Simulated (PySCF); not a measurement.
Molfile (atoms numbered from 1):
```
C6H11NOSi
     RDKit          3D

 20 20  0  0  0  0  0  0  0  0999 V2000
    4.8759    1.0816   -0.3896 O   0  0  0  0  0  0  0  0  0  0  0  0
    3.7449    0.8995   -0.2310 C   0  0  0  0  0  0  0  0  0  0  0  0
    2.5689    0.7720   -0.1421 N   0  0  0  0  0  0  0  0  0  0  0  0
    1.1264    0.1280    0.5617 Si  0  0  0  0  0  4  0  0  0  0  0  0
    0.5024   -1.3082   -0.5070 C   0  0  0  0  0  0  0  0  0  0  0  0
   -0.9877   -1.5333   -0.2535 C   0  0  0  0  0  0  0  0  0  0  0  0
   -1.8226   -0.2798   -0.5086 C   0  0  0  0  0  0  0  0  0  0  0  0
   -1.5990    0.8223    0.5252 C   0  0  0  0  0  0  0  0  0  0  0  0
   -0.2138    1.4590    0.4221 C   0  0  0  0  0  0  0  0  0  0  0  0
    1.4007   -0.2683    1.9485 H   0  0  0  0  0  0  0  0  0  0  0  0
    1.0464   -2.2329   -0.3105 H   0  0  0  0  0  0  0  0  0  0  0  0
    0.6499   -1.0795   -1.5645 H   0  0  0  0  0  0  0  0  0  0  0  0
   -1.3489   -2.3364   -0.9019 H   0  0  0  0  0  0  0  0  0  0  0  0
   -1.1365   -1.8565    0.7797 H   0  0  0  0  0  0  0  0  0  0  0  0
   -1.5934    0.1076   -1.5044 H   0  0  0  0  0  0  0  0  0  0  0  0
   -2.8800   -0.5575   -0.4982 H   0  0  0  0  0  0  0  0  0  0  0  0
   -2.3629    1.5931    0.3887 H   0  0  0  0  0  0  0  0  0  0  0  0
   -1.7333    0.4033    1.5254 H   0  0  0  0  0  0  0  0  0  0  0  0
   -0.1115    2.2225    1.1937 H   0  0  0  0  0  0  0  0  0  0  0  0
   -0.1309    1.9740   -0.5368 H   0  0  0  0  0  0  0  0  0  0  0  0
  1  2  2  0
  2  3  2  0
  3  4  1  0
  4  5  1  0
  5  6  1  0
  6  7  1  0
  7  8  1  0
  8  9  1  0
  9  4  1  0
  4 10  1  0
  5 11  1  0
  5 12  1  0
  6 13  1  0
  6 14  1  0
  7 15  1  0
  7 16  1  0
  8 17  1  0
  8 18  1  0
  9 19  1  0
  9 20  1  0
M  END
```

- σ from GIAO-PBE0/pcSseg-1
- geometry from GFN2-xTB
- code: PySCF 2.14
- isolated molecule, single conformer, one averaged value for each set of equivalent atoms, no relativistic terms

Scale: $^{13}$C, $^{1}$H, $^{29}$Si against TMS; $^{17}$O against H2O; NH3 for $^{15}$N (reference shieldings calculated alike).

```tsv
atoms	nucleus	count	δ (ppm)
C2	$^{13}$C	1	129.6
Si4	$^{29}$Si	1	-30.3
C6/C8	$^{13}$C	2	27.8
C7	$^{13}$C	1	?
N3	$^{15}$N	1	44.9
H15	$^{1}$H	1	?
H14/H18	$^{1}$H	2	1.14
H10	$^{1}$H	1	5.04
H12/H20	$^{1}$H	2	0.86
H13/H17	$^{1}$H	2	?
H11/H19	$^{1}$H	2	1.26
O1	$^{17}$O	1	?
H16	$^{1}$H	1	1.80
C5/C9	$^{13}$C	2	17.8
```

**Question.** Fill in the missing shifts.

**Answer.** 
- C7: 33.0 ppm, sp3 CH2 in a ring; aliphatic region, no heteroatom directly attached
- H13/H17: 2.11 ppm, hydrogen on an sp3 CH2 in a ring
- H15: 1.03 ppm, hydrogen on an sp3 CH2 in a ring; far from electronegative atoms and π systems
- O1: 136.9 ppm, carbonyl oxygen

Shifts are as computed. Against solution values, carbons near 30 ppm lie about +3 ppm off and those near 130 ppm about +5 ppm. Of 1211 compounds with measured shifts, 218 miss one by over three times the rms of a fit or turn the order of signals round; such compounds aren't used in these exercises. Experimental scales use liquid or dissolved standards, which lie at an offset from isolated NH3 (liquid NH3: subtract about 20 ppm) and H2O (liquid H2O: subtract about 36 ppm).
